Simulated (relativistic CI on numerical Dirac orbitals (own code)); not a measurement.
Lu⁴⁺: sensitivity of the levels to the model

Base calculation: Dirac-Coulomb-Breit CI, orbitals from a KLI potential per configuration, model QED, valence Slater integrals scaled by 0.85, P86 correlation energy added to each configuration.

Configurations in the expansion (outside the closed core [Kr] 4d10): 4f13 5s2 5p6, 4f12 5s2 5p6 5d, 4f13 5s2 5p5 5d, 4f14 5s2 5p5, 4f12 5s2 5p6 6s, 4f12 5s2 5p6 6p, 4f13 5s2 5p5 5f, 4f13 5s2 5p5 5g, 4f13 5s2 5p5 6s, 4f13 5s 5p6 5d, 4f12 5s2 5p6 6d, 4f12 5s2 5p6 7s, 4f12 5s2 5p6 5f, 4f12 5s2 5p6 7p, 4f13 5s2 5p5 6p, 4f12 5s2 5p6 5g, 4f12 5s2 5p6 6f, 4f12 5s2 5p6 7d, 4f12 5s2 5p6 8s, 4f13 5s 5p6 5f, 4f12 5s2 5p6 8p, 4f14 5s 5p6, 4f13 5s2 5p5 6d, 4f13 5s 5p6 5g, 4f13 5s2 5p5 7s, 4f11 5s2 5p6 5d 6p. Double excitations out of closed p, d and f shells are left out; levels of such configurations are missing from the list, as are those of other unlisted configurations, and high levels can miss mixing partners.

Variants: (1) valence Slater integrals scaled by 0.75; (2) Slater integrals left unscaled; (3) QED terms removed; (4) one mean potential for all configurations. Shifts of the energy above 4f13 5s2 5p6 2F°_7/2, in cm⁻¹, for the lowest level and the first level of each name with at least 55 % of one term (blank where a level changes its place among those of its configuration and J or its character, or is not in the variant):

| Level | Base | Δ(1) | Δ(2) | Δ(3) | Δ(4) | Measured |
| --- | --- | --- | --- | --- | --- | --- |
| 4f13 5s2 5p6 2F°_7/2 | 0.0 | 0.0 | 0.0 | 0.0 | 0.0 | 0.0 |
| 4f13 5s2 5p6 2F°_5/2 | 11424.0 | -71.0 | +106.4 | -50.2 | -194.2 | 11792.8 |
| 4f12 5s2 5p6 5d 4F_9/2 | 130603.5 | +2420.9 | -3663.9 | -163.8 | +16331.8 |  |
| 4f12 5s2 5p6 5d 4G_11/2 | 135614.7 | +1869.6 | -2845.7 | -165.3 | +16486.9 |  |
| 4f12 5s2 5p6 5d 4F_7/2 | 137362.4 | +1998.0 | -3178.7 | -177.6 | +16486.6 |  |
| 4f12 5s2 5p6 5d 4K_17/2 | 138422.3 | +1985.8 | -2980.3 | -180.1 | +16779.9 |  |
| 4f12 5s2 5p6 5d 4I_15/2 | 143225.0 | +1446.5 | -2182.9 | -179.9 | +16889.3 |  |
| 4f12 5s2 5p6 5d 4F_5/2 | 145444.9 | +1982.8 | -3211.3 | -212.6 | +17038.0 |  |
| 4f12 5s2 5p6 5d 2F_7/2 | 145908.5 | +1444.8 | -2091.5 | -191.0 | +16957.6 |  |
| 4f12 5s2 5p6 5d 4K_15/2 | 150528.4 | +1829.0 | -2722.5 | -226.5 | +17550.5 |  |
| 4f12 5s2 5p6 5d 4I_13/2 | 154976.2 | +1296.8 | -1914.8 | -225.2 | +17621.7 |  |
| 4f12 5s2 5p6 5d 4D_1/2 | 156560.5 | +593.4 | -1123.6 | -210.5 | +16915.7 |  |
| 4f12 5s2 5p6 5d 4P_3/2 | 161649.2 | +320.2 | -620.3 | -219.1 | +17209.4 |  |
| 4f14 5s2 5p5 2P°_3/2 | 163255.2 | +173.5 | -301.8 | +218.7 | +26396.6 |  |

At this charge configurations can still be misplaced by up to about 7 % of their energy. Levels and lines within the n = 5 or 6 shells can be off by up to 10 % or somewhat more, and those that change n by about 2 %, since core polarisation is missing. 1 of the 32 excited levels that our extract of the measured tables holds in this range could be paired (the sources list more); they are missed by 369 cm⁻¹ on average and 369 at most, and levels without a partner can miss by more. Levels that differ in their count of f electrons can be misplaced by several ten thousand cm⁻¹, since the correlation energy of f electrons is missing or only estimated; rates across such gaps can be off by orders of magnitude.

Measured levels: Martin, Zalubas and Hagan, Atomic Energy Levels: The Rare-Earth Elements, NSRDS-NBS 60 (1978).

Ionisation energy from the two ground configurations alone: base 64.55 eV; valence Slater integrals scaled by 0.75 64.73 eV; Slater integrals left unscaled 64.26 eV; QED terms removed 64.52 eV. The NIST ASD value (semi-empirical) is 66.8 eV. The gap of more than 2 % comes from missing correlation, or from a tabulated value that is itself an estimate.

LS names give the leading component of a level, which can be under half, so a name can repeat, a term be missing and a line seem to break the LS rules.
